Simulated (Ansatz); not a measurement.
Cost and result for the atomization energy of CH5AsO, SMILES `OC[AsH2]` (8 atoms, 7 bonds).

Total charge 0; spin multiplicity 1. Correlated methods include outer-core shells of As, which these sets cover unevenly. Scalar relativity is left out up to krypton. The structure was optimised at the PBE0-D4/def2-TZVP level. It is one conformer, not always the lowest. Program: Ansatz. All runs use 2 threads of an Arm Neoverse V1 on a shared host. Times are those of one run each, without the atoms' runs, and a repeat can differ threefold. Electronic energies, without spin–orbit coupling; frozen cores. CCSD(T)/CBS adds CCSD(T) − MP2 in def2-TZVPP to the MP2 limit, and its time is that of the two runs behind it. T1 = 0.011. With those shells the extrapolation isn't a true limit. B3LYP takes the VWN-RPA correlation (the form of Gaussian; ORCA's B3LYP/G). HSE06 is the plane-wave form, built on full-range PBE exchange.

CCSD(T)/CBS is a level of theory with its own doubt, some kJ/mol a heavy atom from the limit and from the frozen cores, so smaller differences don't rank the functionals.

| level | functions | wall time | atomization (kJ/mol) | difference from CCSD(T)/CBS | per bond |
| --- | --- | --- | --- | --- | --- |
| LDA (SPW92)/def2-TZVPP | 180 | 1.2 s | 2976.5 | 417.8 | 59.7 |
| revPBE-D4/def2-TZVPP | 180 | 2.1 s | 2540.6 | -18.1 | -2.6 |
| BHLYP-D4/def2-TZVPP | 180 | 2.8 s | 2469.9 | -88.8 | -12.7 |
| HSE06-D4/def2-TZVPP | 180 | 3.3 s | 2545.0 | -13.7 | -2.0 |
| B3LYP-D4/def2-TZVPP (with forces) | 180 | 3.7 s | 2565.3 | 6.6 | 0.9 |
| CCSD(T)/def2-SVP | 85 | 3.9 s | 2376.4 | -182.3 | -26.0 |
| B2PLYP/def2-TZVPP | 180 | 4.8 s | 2526.2 | -32.5 | -4.6 |
| r2SCANh-D4/def2-TZVPP | 180 | 5.5 s | 2536.0 | -22.7 | -3.2 |
| B97M-V/def2-TZVPP | 180 | 9.5 s | 2562.3 | 3.6 | 0.5 |
| ωB97M-V/def2-TZVPP (with forces) | 180 | 11 s | 2558.1 | -0.6 | -0.1 |
| MP2/def2-QZVPP | 353 | 21 s | 2537.8 | -20.9 | -3.0 |
| CCSD(T)/def2-TZVPP | 180 | 73 s | 2489.4 | -69.3 | -9.9 |
| CCSD(T)/CBS(def2) | – | 94 s | 2558.7 | 0.0 | 0.0 |

In def2-TZVPP, CCSD(T) changes the Hartree–Fock value by +756.4 kJ/mol (the triples alone add +40.1 kJ/mol) and MP2 by +764.1 kJ/mol; breaking electron pairs costs correlation energy, which Hartree–Fock lacks. At CCSD(T), def2-SVP lies −182.3 kJ/mol from the extrapolated value and def2-TZVPP −69.3 kJ/mol: correlation converges slowly with the basis, and small sets miss more of it in the bonded molecule than in its fragments. From PBE to PBE0 (25 % exact exchange), in def2-TZVPP and without D4, the atomization energy moves by −60.1 kJ/mol: exact exchange takes away binding that semilocal exchange gives to molecules.
